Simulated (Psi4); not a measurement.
Method: SAPT0/jun-cc-pVDZ, frozen core run with Psi4.

Psi4 input:

```
molecule {
0 1
C -1.16205334 -0.10810728 0.11387199
O -0.12230943 0.10353987 -0.81349549
C 1.14843912 0.11960869 -0.20436615
H -1.05260084 -1.07315279 0.62667982
H -1.19118006 0.68534874 0.87273133
H -2.09966488 -0.10447387 -0.43988675
H 1.36701759 -0.83431316 0.29416944
H 1.22740847 0.92423776 0.53902704
H 1.88494336 0.28731204 -0.98873123
--
0 1
C -0.34738832 -2.83559214 -2.56585910
C -1.45637146 -3.62306206 -1.92528896
C -0.03391636 -3.83446975 -1.48688610
H -0.26531858 -1.78434447 -2.32512519
H -0.07059399 -3.08112718 -3.58217908
H -1.92993693 -4.40134545 -2.50823093
H -2.12457795 -3.10456577 -1.25114025
H 0.26019813 -3.45908275 -0.51611378
H 0.45490640 -4.75582055 -1.77321872
units angstrom
symmetry c1
no_reorient
no_com
}
set basis jun-cc-pvdz
set scf_type df
set freeze_core true
energy('sapt0')
```

Part of the output:

```
    SAPT Results
  --------------------------------------------------------------------------------------------------------
    Electrostatics                 -2.54592363 [mEh]      -1.59759120 [kcal/mol]      -6.68432158 [kJ/mol]
      Elst10,r                     -2.54592363 [mEh]      -1.59759120 [kcal/mol]      -6.68432158 [kJ/mol]

    Exchange                        4.35910505 [mEh]       2.73537972 [kcal/mol]      11.44482874 [kJ/mol]
      Exch10                        4.35910505 [mEh]       2.73537972 [kcal/mol]      11.44482874 [kJ/mol]
      Exch10(S^2)                   4.34831431 [mEh]       2.72860843 [kcal/mol]      11.41649766 [kJ/mol]

    Induction                      -0.81197223 [mEh]      -0.50952026 [kcal/mol]      -2.13183278 [kJ/mol]
      Ind20,r                      -1.21153762 [mEh]      -0.76025133 [kcal/mol]      -3.18089158 [kJ/mol]
      Exch-Ind20,r                  0.76269490 [mEh]       0.47859827 [kcal/mol]       2.00245518 [kJ/mol]
      delta HF,r (2)               -0.36312951 [mEh]      -0.22786721 [kcal/mol]      -0.95339639 [kJ/mol]

    Dispersion                     -3.16277607 [mEh]      -1.98467195 [kcal/mol]      -8.30386743 [kJ/mol]
      Disp20                       -3.49789309 [mEh]      -2.19496106 [kcal/mol]      -9.18371706 [kJ/mol]
      Exch-Disp20                   0.33511702 [mEh]       0.21028911 [kcal/mol]       0.87984962 [kJ/mol]
      Disp20 (SS)                  -1.74894655 [mEh]      -1.09748053 [kcal/mol]      -4.59185853 [kJ/mol]
      Disp20 (OS)                  -1.74894655 [mEh]      -1.09748053 [kcal/mol]      -4.59185853 [kJ/mol]
      Exch-Disp20 (SS)              0.18909708 [mEh]       0.11866021 [kcal/mol]       0.49647433 [kJ/mol]
      Exch-Disp20 (OS)              0.14601994 [mEh]       0.09162889 [kcal/mol]       0.38337530 [kJ/mol]

  Total HF                          1.00120919 [mEh]       0.62826825 [kcal/mol]       2.62867438 [kJ/mol]
  Total SAPT0                      -2.16156688 [mEh]      -1.35640369 [kcal/mol]      -5.67519306 [kJ/mol]
```
